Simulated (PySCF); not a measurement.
Task: Give a PBE0-D3(BJ)/def2-SVP geometry of `CNB(C)O`.

Result: 
```xyz
13
C2H8BNO angstrom
C      1.5896   -0.8638   -0.1873
N      1.0013    0.4279    0.0201
B     -0.3638    0.7617    0.1244
C     -1.5106   -0.3300    0.0107
O     -0.6349    2.0965    0.3300
H      0.8038   -1.6259   -0.2816
H      2.1971   -0.9093   -1.1095
H      2.2421   -1.1731    0.6497
H      1.6622    1.1918    0.1071
H     -1.4145   -1.0966    0.7972
H     -1.4627   -0.8612   -0.9542
H     -2.5217    0.0989    0.0956
H     -1.5765    2.2680    0.3930
```

Orientation and origin are arbitrary. Atoms count from 1 in this order. Of the pairs four or more bonds apart, C4···H6 is among the closest relative to their van der Waals radii: 2.67 Å, 92 % of the sum of Bondi's values. The 5 heavy atoms lie in one plane (0.001 Å rms). O5 (boron-bound oxygen) is bent (angle 112.1°). B3 (three-coordinate boron) is planar (angles 122.3°, 122.1° and 115.5°, sum 360.0°, 0.00 Å off the plane of its three neighbours).

Bonds between heavy atoms (Å): C1–N2 1.434, N2–B3 1.409, B3–C4 1.587, B3–O5 1.377.

Method: PySCF, PBE0-D3(BJ)/def2-SVP geometry optimisation, gas phase.

Point group: Cs (tolerance 0.08 Å). Not checked by PBE0-D3(BJ)/def2-SVP frequencies. One conformer, not necessarily the lowest (C1–N2–B3–C4 0°, N2–B3–O5–H 180°).

The run took 32 s of wall time on one thread, Arm Neoverse V1 (aarch64), shared host with 32 logical CPUs at a one-minute load of 24, and the process peaked at 0.45 GiB of memory. That covers the optimisation of the geometry.
